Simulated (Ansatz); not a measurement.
C3H8SSi can be A, `C=CS[SiH2]C`, or B, `C=CCS[SiH3]`.

Computed with Ansatz on PBE0-D4/def2-TZVP structures; ΔE is electronic, products minus reactants. CCSD(T)/CBS adds triple-zeta CCSD(T) − MP2 to the extrapolated MP2 energy (def2 sets, frozen cores). DFT in def2-TZVPP. B3LYP here is the variant with VWN-RPA as its local correlation; programs differ in this. One conformer a species, not always the lowest.

(1) Which is lower in electronic energy at CCSD(T)/CBS, and by how much? (An estimate is asked.)

(2) Give E(B) − E(A) in kJ/mol with BLYP-D4, B2PLYP, LDA (SPW92), CCSD(T)/def2-TZVPP, HF/def2-TZVPP, r2SCAN-D4, B3LYP. (Best estimate.)

(3) Does the order hold for the free energy at 298.15 K (harmonic terms from PBE0-D4)? (Estimate.)

Largest T1 diagnostic: 0.011.

Results:

(1) Ansatz gave: A, by 41.8 kJ/mol.

(2) Ansatz gave: BLYP-D4 43.3, B2PLYP 45.7, LDA (SPW92) 43.9, CCSD(T)/def2-TZVPP 41.1, HF/def2-TZVPP 39.4, r2SCAN-D4 48.5, B3LYP 47.4. None reverses the order clearly.

(3) The calculation gave: Yes: G(B) − G(A) = +44.2 kJ/mol, for one conformer each. Modes under 60 cm⁻¹, often nearly free rotors, make the harmonic entropy too high.

The D4 term adds −4.4 kJ/mol with B3LYP and −2.6 kJ/mol with PBE0; it sums over pairs of atoms, weighted by their polarisabilities, and B3LYP, whose exchange is more repulsive, gets the larger term. Leaving LDA and LC-ωPBE aside and taking each functional with its dispersion term where it has one, the values, not all of them listed here, spread over 7.2 kJ/mol, from BHLYP-D4 to r2SCAN-D4. LDA lies −4.9 kJ/mol from PBE without D4.
